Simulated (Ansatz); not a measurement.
Species: CH2B2, SMILES `B1=CB1` (charge 0, multiplicity 1).

Question: Give a relaxed geometry from Ansatz (a program for electronic structure) with B3LYP-D3(BJ)/def2-TZVP.

Answer: the end point of this relaxation (outside a Z-matrix the atoms follow the SMILES, hydrogens last).
Bond lengths (Å): B1–C2 1.356, B1–B3 1.514, C2–B3 1.612, C2–H4 1.075, B3–H5 1.176. Angles (°): C2–B1–B3 68.1, B1–C2–B3 60.6, B1–C2–H4 171.4, B3–C2–H4 128.0, B1–B3–C2 51.3, B1–B3–H5 173.8, C2–B3–H5 134.8.
